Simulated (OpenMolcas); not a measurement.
**Pd2+: ligand-field states by method**

Pd2+ with its 6 nearest fluoride ions at 2.106 Å, on the Mg site of KMgF3 (a = 3.973 Å, distance in the model lattice 1.986 Å). The rest of the host is ab initio model potentials to 7.6 Å, with orthogonalisation functions on the cations behind the ligands, and point charges beyond; the distance is set by hand and nothing relaxes. Ligand basis ANO-RCC-VDZP.

```yaml
Program: OpenMolcas 26.06
Basis: ANO-RCC-VDZP [6s5p3d1f]
Scalar_Hamiltonian: DKH2, point nucleus
Active_space: 8 electrons in 5 orbitals (4d)
State_averaging: 2S+1 = 3 even, 10 roots; 2S+1 = 1 even, 15 roots
Spin-orbit_coupling: RASSI with atomic mean-field integrals over the reference wave functions
```

I. CASSCF
II. SS-CASPT2, IPEA 0.25 Eh, imaginary shift 0.1 Eh (closed shells correlated: 4s 4p and the ligand valence shells)

Spin-free states (labels of O, the rotations of Oh) in cm-1, each column counted from its own energy of the first state listed:

```tsv
State	Degeneracy	I	II
3A2	1	0	0
1E	2	13656	9950
3T2	3	14219	16720
3T1	3	21756	23450
1A1	1	23596	19210
1T2	3	27418	26860
1T1	3	31465	30770
3T1	3	34030	36510
1E	2	43636	46110
1T2	3	43924	46270
1A1	1	65686	62250
```

From I to II, I's first state of the same spin (3T2) moves from 14219 to 16720 cm-1, by about +2500 cm-1.

From I to II, I's first state of another spin (1E) moves from 13656 to 9950 cm-1, by about -3700 cm-1.

I: A least-squares ligand-field fit to the states below 45000 cm-1, each weighted by its degeneracy and with a free common offset, gives 10Dq = 14272 cm-1, B = 870 cm-1 and C = 3466 cm-1 (C/B = 3.98), with an rms deviation of 86 cm-1. The same method and metal basis give the free ion B = 935 cm-1 (fit to its terms below 60000 cm-1, rms deviation 8 cm-1), so the nephelauxetic ratio is β = 870 / 935 = 0.93; it hangs on how both fits weigh the states, and computed free-ion B values tend to be too large, so β mixes covalency with correlation.

χT at 300 K: I 1.39, II 1.33 cm3 K/mol.

Roots that are degenerate in the reference are averaged as groups; the widest CASPT2 spread within a group is 85 cm-1 (the 3-fold group of multiplicity 1 near 30800 cm-1 above the lowest state of its run, II). Shifts and gaps below about the spread of the groups concerned are not significant. Over all roots computed the reference weight is 0.73 to 0.74 in II; a low but even weight reflects the number of correlated electrons. Real 4d8 and 5d8 ions are as a rule square planar and diamagnetic. Ligand-to-metal charge-transfer states are missing. With no ligand orbital active B as a rule stays too high, so bands that hang on it stand too high and its fall with covalency is understated. Without dynamic correlation the repulsion within the d shell is too large (B by tens of per cent), so at a given field states of lower spin stand too high (holds for I). With metal d orbitals alone the field can be off either way by tens of per cent (holds for I). With one d shell and no ligand orbital active, 10Dq can be off by a tenth or more (holds for II). No measured value stands beside these numbers; the geometry was set by hand and not optimised.
